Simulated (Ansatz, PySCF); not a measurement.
Gas-phase reaction 2 R1 + R2 + R3 + 3 R4 → 6 P1 + P2, each structure at its B3LYP-D3(BJ)/def2-SVP stationary point, reached from a drawn start (curvature not checked).
P1: H2 (SMILES [H][H]), charge 0, multiplicity 1.
R1: H2O (SMILES O), charge 0, multiplicity 1.
R2, HCl (SMILES Cl) (charge 0, multiplicity 1, Z-matrix in Å and degrees):
```
Cl
H 1 1.2895
```
R3: HF (SMILES F), charge 0, multiplicity 1.
R4, SiH4 (SMILES [SiH4]) (charge 0, multiplicity 1, Z-matrix in Å and degrees):
```
Si
H 1 1.4905
H 1 1.4905 2 109.47
H 1 1.4905 2 109.47 3 120.00
H 1 1.4905 2 109.47 3 -120.00
```
P2, ClFH6O2Si3 (SMILES F[Si](Cl)(O[SiH3])O[SiH3]) (charge 0, multiplicity 1):
```xyz
13

Si     0.131     1.101     0.644
O     -0.811    -0.226     0.579
Si    -2.388    -0.732     0.327
O      1.576     0.812    -0.035
Si     2.428    -0.369    -0.862
F      0.353     1.523     2.179
Cl    -0.809     2.667    -0.290
H     -2.748    -0.543    -1.104
H     -3.316     0.052     1.188
H     -2.451    -2.173     0.683
H      1.609    -0.871    -2.000
H      2.748    -1.495     0.058
H      3.678     0.253    -1.367
```

P less R. No zero-point or thermal terms. One arrangement of each flexible species, with no search for the lowest.

Cores are frozen in the correlated methods.

Run with Ansatz (Gaussian orbitals); PySCF for the D3/D4 terms. Each number belongs to the level named beside it.

The comparison value is -5.615 eV (CCSD(T)/cc-pV(T+d)Z). It is a level with limits of its own, not the exact answer.

Q: Order these levels by how close they come to the comparison value for the reaction energy, closest first: PBE-D4/def2-TZVPP, r2SCAN/def2-TZVPP, BLYP/def2-TZVPP, PBE/def2-TZVPP, B3LYP-D3(BJ)/def2-TZVPP. Give each level's value less the comparison value.

A: B3LYP-D3(BJ)/def2-TZVPP (0.017 eV), r2SCAN/def2-TZVPP (-0.144 eV), PBE-D4/def2-TZVPP (0.371 eV), BLYP/def2-TZVPP (0.420 eV), PBE/def2-TZVPP (0.641 eV)

Ansatz is a program for electronic structure.
